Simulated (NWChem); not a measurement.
PbH$_{2}$O$_{2}$, singlet; SMILES [OH][Pb][OH]

```xyz
5

Pb     0.2721     0.0332     0.0000
O     -1.3084     1.4061     0.0000
H     -2.1408     0.9120     0.0000
O     -1.1213    -1.5558     0.0000
H     -0.7306    -2.4375     0.0000
```
Atoms are numbered in this order, from 1.

All runs: NWChem. Low-valent species are run as closed-shell singlets; no triplet was tried in these runs. The geometry was optimised at PBE0/def2-SVP. def2 effective core potentials on Pb; no spin-orbit coupling. Vertical excitations in the gas phase.

Question: Estimate the computed values for LDA (Slater exchange, VWN5)/def2-SVPD, full TDDFT. Quantities: lowest excitation, singlet (eV); oscillator strength of that lowest state; orbital gap (eV).

Answer: 
```json
{
 "lowest excitation, singlet (eV)": "4.01",
 "oscillator_strength_of_that_lowest_state": "0.022",
 "orbital gap (eV)": "3.66"
}
```
